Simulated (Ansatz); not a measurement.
Cost and result for the atomization energy of `O[SiH2]C[SiH](O)Cl` (13 atoms, 12 bonds).

Z-matrix (Å, degrees):
```
Si
C 1 1.859
O 1 1.666 2 105.2
H 1 1.489 2 111.8 3 118.9
H 1 1.486 2 111.7 3 -119.6
Si 2 1.862 1 113.7 3 40.5
H 2 1.096 1 109.2 3 -79.9
H 2 1.095 1 108.8 3 162.9
H 3 0.958 1 118.0 2 -176.7
O 6 1.629 2 110.8 1 -57.1
Cl 6 2.067 2 106.8 1 64.4
H 6 1.476 2 113.8 1 -178.1
H 10 0.967 6 113.2 2 40.1
```

The species carries charge 0 and has multiplicity 1. The structure was optimised at the PBE0-D4/def2-TZVP level. It is one conformer, not always the lowest. Program: Ansatz. All runs use 2 threads of an AMD EPYC 7R13 on a shared host and a share of an NVIDIA H100 80 GB. Times are those of one run each, without the atoms' runs, and a repeat can differ threefold. Electronic energies, without spin–orbit coupling; frozen cores. CCSD(T)/CBS adds CCSD(T) − MP2 in def2-TZVPP to the MP2 limit, and its time is that of the two runs behind it. T1 = 0.011. B3LYP takes the VWN-RPA correlation (the form of Gaussian; ORCA's B3LYP/G).

CCSD(T)/CBS is a level of theory with its own doubt, some kJ/mol a heavy atom from the limit and from the frozen cores, so smaller differences don't rank the functionals.

```json
{"level": "PBE-D4/def2-TZVPP (with forces)", "functions": "317", "wall time": "6.5 s"}
{"level": "r2SCAN-D4/def2-TZVPP (with forces)", "functions": "317", "wall time": "6.5 s"}
{"level": "PBE0-D4/def2-TZVPP", "functions": "317", "wall time": "8 s"}
{"level": "ωB97X-V/def2-TZVPP", "functions": "317", "wall time": "8 s"}
{"level": "B2PLYP/def2-TZVPP", "functions": "317", "wall time": "10 s"}
{"level": "B3LYP-D4/def2-TZVPP (with forces)", "functions": "317", "wall time": "11 s"}
{"level": "CCSD(T)/def2-TZVPP", "functions": "317", "wall time": "11 s"}
{"level": "MP2/def2-QZVPP", "functions": "591", "wall time": "13 s"}
{"level": "ωB97M-V/def2-TZVPP (with forces)", "functions": "317", "wall time": "14 s"}
{"level": "CCSD(T)/CBS(def2)", "functions": "–", "wall time": "24 s"}
```

Q: What atomization energy does each give, and how far from CCSD(T)/CBS? (An estimate is asked.)

A: Ansatz gave: 
```
                             level  atomization (kJ/mol)  difference from CCSD(T)/CBS  per bond
   PBE-D4/def2-TZVPP (with forces)                4804.5                          3.2       0.3
r2SCAN-D4/def2-TZVPP (with forces)                4789.3                        -12.0      -1.0
                PBE0-D4/def2-TZVPP                4741.0                        -60.3      -5.0
                ωB97X-V/def2-TZVPP                4799.5                         -1.8      -0.1
                 B2PLYP/def2-TZVPP                4711.1                        -90.2      -7.5
 B3LYP-D4/def2-TZVPP (with forces)                4752.8                        -48.5      -4.0
                CCSD(T)/def2-TZVPP                4660.8                       -140.5     -11.7
                    MP2/def2-QZVPP                4836.0                         34.7       2.9
  ωB97M-V/def2-TZVPP (with forces)                4800.4                         -0.9      -0.1
                 CCSD(T)/CBS(def2)                4801.3                          0.0       0.0
```

From PBE to PBE0 (25 % exact exchange), in def2-TZVPP and without D4, the atomization energy moves by −58.3 kJ/mol: exact exchange takes away binding that semilocal exchange gives to molecules. The D4 term adds +59.0 kJ/mol with B3LYP and +31.3 kJ/mol with PBE0; it sums over pairs of atoms, weighted by their polarisabilities, and B3LYP, whose exchange is more repulsive, gets the larger term. In def2-TZVPP, CCSD(T) changes the Hartree–Fock value by +1143.9 kJ/mol (the triples alone add +65.9 kJ/mol) and MP2 by +1235.3 kJ/mol; breaking electron pairs costs correlation energy, which Hartree–Fock lacks.
